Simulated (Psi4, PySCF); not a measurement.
Approach curve of the dimer CHN ··· H4Si (SMILES C#N and [SiH4]). Monomers: optimised at B3LYP-D3(BJ) (def2-TZVP), held rigid. Orientation: lowest of the rigid-body minima from ten starts at GFN2-xTB. R is the distance of the centres of mass, along which the second monomer moves.

Geometry at R = 4.45 Å (first 3 atoms: monomer A):
```
8

C     -0.0236    -0.0119     0.0000
N      1.0011     0.5015     0.0000
H     -0.9775    -0.4896     0.0000
Si    -3.5131    -1.5737    -0.8041
H     -3.6357    -0.9489     0.5324
H     -2.4997    -2.6516    -0.7538
H     -3.0974    -0.5512    -1.7905
H     -4.8196    -2.1431    -1.2044
```

Computed with: HF/aug-cc-pVTZ, counterpoise-corrected (Psi4); BLYP/def2-TZVP, counterpoise-corrected (Psi4); RHF/STO-3G = restricted Hartree-Fock/STO-3G, no counterpoise correction (PySCF 2.14.0); RHF/LANL2DZ = restricted Hartree-Fock/LANL2DZ, with its core potentials past Ne, no counterpoise correction (PySCF); RKS-B3LYP/6-31G* = restricted B3LYP/6-31G*, spherical d, no counterpoise correction run with PySCF.

Interaction energies in kcal/mol (negative: bound); R is the distance of the centres of mass, d the H3···H6 distance.

```csv
R / Å,d / Å,HF/aug-cc-pVTZ,BLYP/def2-TZVP,RHF/STO-3G,RHF/LANL2DZ,RKS-B3LYP/6-31G*
3.85,2.25,7.67,5.97,6.46,7.91,5.14
4.04,2.40,4.61,3.63,3.56,4.63,2.86
4.21,2.54,2.97,2.39,2.11,2.89,1.72
4.45,2.75,1.65,1.42,1.06,1.54,0.88
4.68,2.95,1.00,0.93,0.60,0.90,0.49
4.89,3.14,0.66,0.67,0.39,0.60,0.31
5.17,3.39,0.41,0.46,0.25,0.39,0.19
5.42,3.62,0.29,0.34,0.19,0.29,0.14
5.98,4.14,0.15,0.18,0.11,0.17,0.09
6.68,4.81,0.08,0.08,0.06,0.09,0.05
7.65,5.75,0.04,0.03,0.03,0.05,0.02
8.96,7.03,0.02,0.01,0.01,0.02,0.01
```

Lowest grid point: HF/aug-cc-pVTZ 0.02 kcal/mol at R = 8.96 Å; BLYP/def2-TZVP 0.01 kcal/mol at R = 8.96 Å; RHF/STO-3G 0.01 kcal/mol at R = 8.96 Å; RHF/LANL2DZ 0.02 kcal/mol at R = 8.96 Å; RKS-B3LYP/6-31G* 0.01 kcal/mol at R = 8.96 Å.
